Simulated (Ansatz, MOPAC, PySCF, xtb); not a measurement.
Scan of H2Cl (cation, charge +1), singlet: symmetric bend, bond length relaxed. Scanned: H-Cl-H angle. Other coordinates (Cl-H bond length) were minimised at PBE0/def2-TZVP.

Computed with: GFN1-xTB (xtb); RKS-B3LYP/6-31G* = restricted B3LYP/6-31G*, spherical d (PySCF); PM3, restricted, heats of formation (MOPAC); FCI/cc-pVDZ = full CI/cc-pVDZ, frozen core (Ansatz, a first-principles code).

Energies relative to the lowest point of each profile, in kcal/mol:

```json
[
 {"a / °": "180", "GFN1-xTB": "47.6", "RKS-B3LYP/6-31G*": "57.9", "PM3": "56.9"},
 {"a / °": "159.21", "GFN1-xTB": "37.4", "RKS-B3LYP/6-31G*": "47.4", "PM3": "46.5"},
 {"a / °": "148.38", "GFN1-xTB": "27.9", "RKS-B3LYP/6-31G*": "36.5", "PM3": "35.6"},
 {"a / °": "137.74", "GFN1-xTB": "18.5", "RKS-B3LYP/6-31G*": "25.2", "PM3": "24.4"},
 {"a / °": "132.12", "GFN1-xTB": "14.1", "RKS-B3LYP/6-31G*": "19.5", "PM3": "18.9"},
 {"a / °": "121.60", "GFN1-xTB": "7.1", "RKS-B3LYP/6-31G*": "10.3", "PM3": "10.2"},
 {"a / °": "112.32", "GFN1-xTB": "2.7", "RKS-B3LYP/6-31G*": "4.2", "PM3": "4.6"},
 {"a / °": "99.47", "GFN1-xTB": "0.0", "RKS-B3LYP/6-31G*": "0.0", "PM3": "0.4"},
 {"a / °": "88.88", "GFN1-xTB": "1.0", "RKS-B3LYP/6-31G*": "0.7", "PM3": "0.0"},
 {"a / °": "79.12", "GFN1-xTB": "4.8", "RKS-B3LYP/6-31G*": "5.0", "PM3": "2.8"},
 {"a / °": "67.80", "GFN1-xTB": "12.9", "RKS-B3LYP/6-31G*": "14.5", "PM3": "11.1"},
 {"a / °": "60", "GFN1-xTB": "20.7", "RKS-B3LYP/6-31G*": "23.5", "PM3": "19.2"}
]
```

### Question
Estimate the FCI/cc-pVDZ values at these points.

### Answer
180: 58.5; 159.21: 47.5; 148.38: 36.4; 137.74: 25.1; 132.12: 19.5; 121.60: 10.4; 112.32: 4.4; 99.47: 0.0; 88.88: 0.2; 79.12: 3.5; 67.80: 11.3; 60: 19.0 (kcal/mol).
